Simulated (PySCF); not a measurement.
**C₆ coefficients of unlike pairs at PBE0**

Calculated with PySCF 2.14 from the dipole response of each species, C₆(A,B) = (3/π) ∫ α_A(iu) α_B(iu) du, in atomic units, from isotropic polarisabilities. For ions this is the dispersion term alone; charge-induced terms of lower order in 1/R come first.

```json
{"species": "Hf", "configuration": "[Xe] 4f14 5d2 6s2 (3F)", "basis": "def2-TZVPPD with the def2 core potential (60 electrons) (6s5p3d2f1g)", "relativity": "core potential", "α (bohr³)": "101.1", "C₆ (like pair)": "1326"}
{"species": "Te⁻", "configuration": "[Kr] 4d10 5s2 5p5 (2P)", "basis": "aug-cc-pwCVTZ-DK3 with one added diffuse shell each of s, p, d, f type (11s10p8d5f1g)", "relativity": "spin-free X2C", "α (bohr³)": "106.5", "C₆ (like pair)": "1578"}
{"species": "Ga", "configuration": "[Ar] 3d10 4s2 4p1 (2P)", "basis": "aug-cc-pVDZ-DK (6s5p3d)", "relativity": "spin-free X2C", "α (bohr³)": "56.73", "C₆ (like pair)": "473.8"}
{"species": "O³⁺", "configuration": "[He] 2s2 2p1 (2P)", "basis": "aug-cc-pVTZ with one added diffuse shell each of s, p, d, f type (6s5p4d3f)", "relativity": "none", "α (bohr³)": "1.358", "C₆ (like pair)": "1.269"}
```

Q: Estimate C₆ for O³⁺ with Hf.

A: The integral gives 32.28. The combination rule 2 C_A C_B / (C_A α_B/α_A + C_B α_A/α_B) gives 29.97 and the geometric mean 41.01.

No spin-orbit coupling is included.

The other pairs:

```json
{"pair": "Ga, Te⁻", "C₆": "863.2"}
{"pair": "Te⁻, Hf", "C₆": "1444"}
{"pair": "O³⁺, Ga", "C₆": "19.38"}
{"pair": "O³⁺, Te⁻", "C₆": "36.44"}
{"pair": "Ga, Hf", "C₆": "790.4"}
```
